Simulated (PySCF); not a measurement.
BH9O3Si3.
Cartesian coordinates in Å at the GFN2-xTB level; atoms count from 1:
```xyz
16
BH9O3Si3 angstrom
O     -1.8532    1.3404    1.0238
B     -2.3965    0.2133    0.4822
O     -3.7280    0.0491    0.6398
Si    -1.3784   -1.1606   -0.4920
O      0.1648   -0.5993   -0.4455
Si     1.7432   -0.7634   -0.8022
Si     2.6892    1.0250    0.2950
H     -0.9100    1.4515    0.9121
H     -4.1597    0.7574    1.1250
H     -1.3242   -2.5171    0.0788
H     -1.6835   -1.3765   -1.9162
H      1.8587   -0.7522   -2.2662
H      2.1664   -2.0970   -0.3568
H      4.1533    1.0014    0.2104
H      2.2784    2.3372   -0.2303
H      2.3720    1.0999    1.7306
```

Vertical excitations from PySCF (density fitting, frozen core in the response, grid level 2 and gas phase unless stated; continuum runs use non-equilibrium linear response for the excitations) on a GFN2-xTB geometry. Reference run:

| settings | S1, eV (f) | S2, eV (f) | S3, eV (f) | S4, eV (f) | S5, eV (f) | S6, eV (f) | T1, eV (Tamm–Dancoff) | mean α (au) |
| --- | --- | --- | --- | --- | --- | --- | --- | --- |
| PBE0/def2-SVPD, full TDDFT, 6 singlets | 6.09 (0.017) | 6.48 (0.008) | 6.53 (0.013) | 6.86 (0.003) | 7.02 (0.013) | 7.04 (0.034) | 5.43 | 107.1 |

**Question.** What do these settings give: (1) PBE0/3-21G, TDA, 25 singlets; (2) PBE0/cc-pVDZ, fitting basis def2-qzvpp-jkfit, TDA, 12 singlets?

**Answer.** 
```csv
settings,"S1, eV (f)","S2, eV (f)","S3, eV (f)","S4, eV (f)","S5, eV (f)","S6, eV (f)","T1, eV (Tamm–Dancoff)",mean α (au)
"PBE0/3-21G, TDA, 25 singlets",6.09 (0.016),6.40 (0.001),6.87 (0.024),7.31 (0.040),7.42 (0.041),7.45 (0.041),–,83.3
"PBE0/cc-pVDZ, fitting basis def2-qzvpp-jkfit, TDA, 12 singlets",6.18 (0.018),6.54 (0.003),6.75 (0.025),7.03 (0.009),7.17 (0.028),7.27 (0.040),–,94.9
```

(1) S1 stays within 0.01 eV; basis and response scheme change together, so the shift can't be laid on one. (2) S1 moves by +0.09 eV; basis and response scheme change together, so the shift can't be laid on one. States are counted by energy in each run and needn't keep their character from row to row.

**Question.** Which orbital pairs make up S1 in each run, and how does it sit against the orbital gap?

**Answer.** 
| settings | S1 configurations (weight) | S1 (eV) | orbital gap (eV) | S1 − gap (eV) |
| --- | --- | --- | --- | --- |
| PBE0/def2-SVPD, full TDDFT, 6 singlets | H→L 0.97 | 6.09 | 7.35 | -1.26 |
| PBE0/3-21G, TDA, 25 singlets | H→L 0.97 | 6.09 | 7.34 | -1.25 |
| PBE0/cc-pVDZ, fitting basis def2-qzvpp-jkfit, TDA, 12 singlets | H→L 0.96 | 6.18 | 7.42 | -1.24 |

One conformer stands for the species.
